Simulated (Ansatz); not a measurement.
Geometry optimisation, Ansatz, UKS B3LYP-D4/def2-SVP.

Input:

```yaml
crystal:
  periodic: [false, false, false]
  atoms:
    - { symbol: Al, position_ang: [0.3329, -0.4938, 0.1661] }
    - { symbol: S, position_ang: [1.6138, 1.2031, -1.3955] }
    - { symbol: C, position_ang: [-0.5333, -1.8343, -0.9956] }
    - { symbol: O, position_ang: [1.1457, -0.6125, 1.5846] }
    - { symbol: H, position_ang: [0.1766, 1.2758, -0.3134] }
    - { symbol: C, position_ang: [-0.9337, 1.3843, 0.5235] }
    - { symbol: H, position_ang: [2.3605, 1.5842, -0.365] }
    - { symbol: H, position_ang: [-1.0824, -1.3294, -1.7939] }
    - { symbol: H, position_ang: [-1.2324, -2.5017, -0.4889] }
    - { symbol: H, position_ang: [0.2125, -2.4671, -1.4832] }
    - { symbol: H, position_ang: [1.6624, -0.6748, 2.3741] }
    - { symbol: H, position_ang: [-1.5239, 0.521, 0.8542] }
    - { symbol: H, position_ang: [-1.5873, 2.0135, -0.0722] }
    - { symbol: H, position_ang: [-0.6113, 1.9318, 1.4051] }
magnetization:
  spin_polarized: true
basis:
  gaussian: { orbitals: def2-SVP }
hamiltonian:
  xc: b3lyp
  dispersion: d4
relax:
  f_tol: 0.15
  max_steps: 25
  restrain:
    - { distance: [0, 5], at: 3.27, k: 30.0 }
    - { distance: [4, 1], at: 2.66, k: 30.0 }
    - { distance: [0, 1], at: 2.26, k: 30.0 }
    - { distance: [4, 5], at: 1.07, k: 30.0 }
```

Launched with:

```bash
$ ansatz run input.yaml --threads 4 --pin off --max-ram 5120MiB --backend cpu --events-out ev --progress --plain --runs-dir out
```

**Question.** Where does it end, and by what steps?

**Answer.** The forces met the threshold. The restraints hold the end off the free minimum; the threshold counts their pulls, which the force column leaves out. Restrained pairs: Al1–C6 (2.29 → 3.27 Å), S2–H5 (1.80 → 2.67 Å), Al1–S2 (2.64 → 2.25 Å), H5–C6 (1.39 → 1.09 Å). After 8 steps the energy has fallen by 1.799 eV (the restraints' own energy left out); H5 moved furthest, 0.68 Å.

| step | energy less start (eV) | largest force component (eV/Å) | accepted |
| --- | --- | --- | --- |
| 0 | 0.0000 | 2.052 | yes |
| 1 | -0.4484 | 3.750 | yes |
| 2 | -0.8425 | 4.854 | yes |
| 3 | -0.9986 | 4.006 | yes |
| 4 | -1.5151 | 2.056 | yes |
| 5 | -1.7029 | 0.788 | yes |
| 6 | -1.7526 | 1.461 | yes |
| 7 | -1.7820 | 0.792 | yes |
| 8 | -1.7987 | 0.359 | yes |

```xyz
14
Properties=species:S:1:pos:R:3
Al 0.854 -0.770 -0.099
S 1.933 0.820 -1.259
C -0.427 -1.904 -1.023
O 1.234 -1.027 1.551
H -0.324 1.698 -0.138
C -1.194 1.702 0.514
H 2.543 1.355 -0.175
H -1.100 -1.314 -1.668
H -1.040 -2.476 -0.308
H 0.092 -2.629 -1.674
H 1.908 -0.568 2.061
H -1.517 0.674 0.738
H -2.019 2.232 0.020
H -0.942 2.206 1.459
```

Time of the run: 54 s on 4 threads of Arm Neoverse N1, on a shared host, peak memory 0.42 GiB.
